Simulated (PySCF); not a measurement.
Si(F)2(Me)(SeH) (CH4F2SeSi), SMILES C[Si](F)(F)[SeH].

The structure is a stationary point at PBE0-D3(BJ)/def2-SVP. The structure was generated by enumeration, and PubChem lists no compound with its InChIKey, so it may never have been made. The values are those of a single conformer.

Two levels are set side by side: PBE/def2-TZVP (PySCF) and B3LYP/def2-TZVP (PySCF). Same geometry, gas phase. Differences are taken from unrounded values.

```csv
quantity,PBE
orbital gap (eV),5.23
highest occupied level (eV),-6.32
lowest empty level (eV),-1.09
dipole moment (D),2.45
mean polarisability (bohr³),62.4
```

Task: These are the PBE values. What does B3LYP give? (Estimate from the structure and the level; the computed values follow.)

Result: 
```csv
quantity,B3LYP,PBE minus B3LYP
orbital gap (eV),6.79,-1.55
highest occupied level (eV),-7.27,0.95
lowest empty level (eV),-0.48,-0.61
dipole moment (D),2.51,-0.07
mean polarisability (bohr³),60.3,2.1
```

Without exact exchange PBE keeps part of each electron's self-repulsion, which lifts occupied levels and narrows the gap. PBE's more diffuse valence density responds more strongly to a field. Differences between two approximate levels are no errors against the true value.

Rough cost on one machine, each run with all the roots and properties that it gave: B3LYP against PBE within a factor of 2.
